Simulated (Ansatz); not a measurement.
```json
{"atom": "C", "x (Å)": "-0.0174", "y (Å)": "0.0168", "z (Å)": "-0.6425"}
{"atom": "O", "x (Å)": "-0.0400", "y (Å)": "-0.0384", "z (Å)": "0.7607"}
{"atom": "H", "x (Å)": "-0.0123", "y (Å)": "-1.0215", "z (Å)": "-1.0222"}
{"atom": "H", "x (Å)": "-0.8763", "y (Å)": "0.4428", "z (Å)": "-1.0348"}
{"atom": "H", "x (Å)": "0.9009", "y (Å)": "0.4674", "z (Å)": "-1.1247"}
{"atom": "H", "x (Å)": "-0.0135", "y (Å)": "0.8745", "z (Å)": "1.1048"}
```

Basis set: cc-pVDZ (spherical functions). Correlated methods keep 2 orbitals frozen. Charge 0, multiplicity 1.

Computed with Ansatz (development build ahead of 0.2.0); each method stands on the lowest determinant of its kind that the runs found. Restricted open shells among the atoms or ions are ROHF, correlated in semicanonical orbitals with singles.

The atomization energy at this shape (free ground-state atoms in the same class of orbitals less the molecule, no zero-point energy) of singlet CH₄O:

```tsv
method	atomization energy
RHF-MP2	472.76 kcal/mol
```

**Question.** What does RHF give?

**Answer.** 361.75 kcal/mol.
